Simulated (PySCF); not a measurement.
Cartesian coordinates in Å; atom numbers follow the order of the lines, from 1:
```xyz
19

O    -1.7345    0.3461   -2.0710
C    -1.6880    0.0941   -0.8936
C    -0.4539    0.0065   -0.0969
C     0.6590    0.9871   -0.4807
C     1.6481    1.2273    0.6019
C     2.3163    0.1025    0.8940
C     1.9108   -1.0400    0.0006
C     0.7856   -0.4567   -0.8343
C    -2.9926   -0.1580   -0.1104
F    -3.0777    0.6810    0.9263
F    -4.0588   -0.0003   -0.8698
F    -2.9922   -1.4039    0.3732
H    -0.5563   -0.2377    0.9635
H     0.3984    1.7449   -1.2244
H     1.7700    2.1901    1.1015
H     3.0570    0.0002    1.6902
H     1.6040   -1.9346    0.5696
H     2.7490   -1.3580   -0.6446
H     0.6193   -0.7850   -1.8631
```

- J couplings at B3LYP/pcJ-1 (spin–dipole term only in couplings to heteroatoms)
- geometry: PBE0-D3(BJ)/def2-SVP
- NMR shieldings at B97-2/pcSseg-2/GIAO
- run in PySCF 2.14
- a single conformation, no solvent model, no relativistic terms, fast rotation and ring inversion assumed for equivalent nuclei

Question: Predict the 2D correlation tables (HSQC, COSY, HMBC).

Answer: 

HSQC (one-bond C–H):
| δH | δC | 1J(C,H) (Hz) |
| --- | --- | --- |
| 6.33 (H15) | 143.1 (C5) | 177 |
| 5.95 (H16) | 142.5 (C6) | 175 |
| 2.84 (H18) | 41.3 (C7) | 136 |
| 2.71 (H14) | 46.6 (C4) | 186 |
| 2.60 (H17) | 41.3 (C7) | 138 |
| 2.50 (H19) | 36.2 (C8) | 184 |
| 1.49 (H13) | 39.0 (C3) | 178 |

COSY cross peaks (|J| ≥ 2 Hz):
| δH | δH | abs. J (Hz) | bonds |
| --- | --- | --- | --- |
| 6.33 (H15) | 5.95 (H16) | 6.5 | 3 |
| 6.33 (H15) | 2.84 (H18) | 3.3 | 4 |
| 6.33 (H15) | 2.71 (H14) | 2.4 | 3 |
| 6.33 (H15) | 2.60 (H17) | 2.9 | 4 |
| 5.95 (H16) | 2.84 (H18) | 3.1 | 3 |
| 5.95 (H16) | 2.60 (H17) | 3.0 | 3 |
| 2.84 (H18) | 2.60 (H17) | 22.8 | 2 |
| 2.84 (H18) | 2.50 (H19) | 7.3 | 3 |
| 2.71 (H14) | 2.60 (H17) | 2.8 | 4 |
| 2.71 (H14) | 2.50 (H19) | 7.2 | 3 |
| 2.71 (H14) | 1.49 (H13) | 2.4 | 3 |
| 2.50 (H19) | 1.49 (H13) | 3.7 | 3 |

HMBC (two and three bonds, |J| ≥ 2.5 Hz):
| δH | δC [abs. J in Hz] |
| --- | --- |
| 6.33 (H15) | 142.5 (C6) [4.7], 46.6 (C4) [10.2], 41.3 (C7) [10.5], 36.2 (C8) [5.7] |
| 5.95 (H16) | 143.1 (C5) [4.4], 46.6 (C4) [11.8], 41.3 (C7) [8.9], 36.2 (C8) [7.8] |
| 2.84 (H18) | 143.1 (C5) [6.1], 142.5 (C6) [8.1], 39.0 (C3) [5.1], 36.2 (C8) [3.2] |
| 2.71 (H14) | 200.0 (C2) [4.0], 143.1 (C5) [3.0], 142.5 (C6) [6.4], 41.3 (C7) [2.6] |
| 2.60 (H17) | 143.1 (C5) [6.9], 142.5 (C6) [4.9], 39.0 (C3) [3.2], 36.2 (C8) [3.5] |
| 2.50 (H19) | 200.0 (C2) [4.6], 143.1 (C5) [3.5], 142.5 (C6) [6.0], 41.3 (C7) [4.5] |
| 1.49 (H13) | 200.0 (C2) [3.3], 143.1 (C5) [4.0], 41.3 (C7) [4.0] |

δ = σ(ref) − σ, references computed at the same level: TMS for 1H and 13C.

Short H···H contacts in this conformer between protons four or more bonds apart (candidates for NOE cross peaks, intensity ∝ r⁻⁶): H13···H17 2.78 Å.

Common functionals overestimate the size of one-bond C–F couplings by tens of Hz; these are unscaled. Unscaled 3J(H,H) at this level run about 10 % above measured values. Shifts are as computed. Against solution values, carbons near 30 ppm lie about +4 ppm off and those near 130 ppm about +7 ppm (rms about the fit 2.1 ppm; single classes can miss by 10 ppm). Of 1328 compounds with measured shifts, 309 miss one by over three times the rms of a fit or turn the order of signals round; such compounds aren't used in these exercises. Signals without a measured value on file couldn't be tested in this way.
